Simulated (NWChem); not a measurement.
Molecule: CH7NSi; SMILES C[SiH2]N

```xyz
10

Si    -0.4759     0.0661     0.0000
C      0.4499    -1.5836     0.0000
N      0.4781     1.5226     0.0000
H     -1.3317     0.1210     1.2186
H     -1.3317     0.1210    -1.2186
H      1.0869    -1.6913    -0.8861
H      1.0869    -1.6913     0.8861
H     -0.2624    -2.4191     0.0000
H      1.0000     1.7742    -0.8314
H      1.0000     1.7742     0.8314
```
Atoms are numbered in this order, from 1.

Results from NWChem. Pople sets run with spherical d functions. The geometry was optimised at B3LYP/6-31G* (spherical d). Core excitations by TDA in a window of 1s orbitals, non-relativistic and unshifted: absolute energies depend strongly on the exact-exchange share.

For level N K edge, PBE/def2-TZVP:

```yaml
first 1s excitation (eV): 380.0
dipole_oscillator_strength_of_the_first: 0.0025
first state with f > 0.002 (eV): 380.0
dipole_oscillator_strength_of_that_state: 0.0025
```

What are these values for level N K edge, BHandHLYP/6-311G**?


| Quantity | Value |
|---|---|
| first 1s excitation (eV) | 399.0 |
| dipole oscillator strength of the first | 0.0081 |
| first state with f > 0.002 (eV) | 399.0 |
| dipole oscillator strength of that state | 0.0081 |
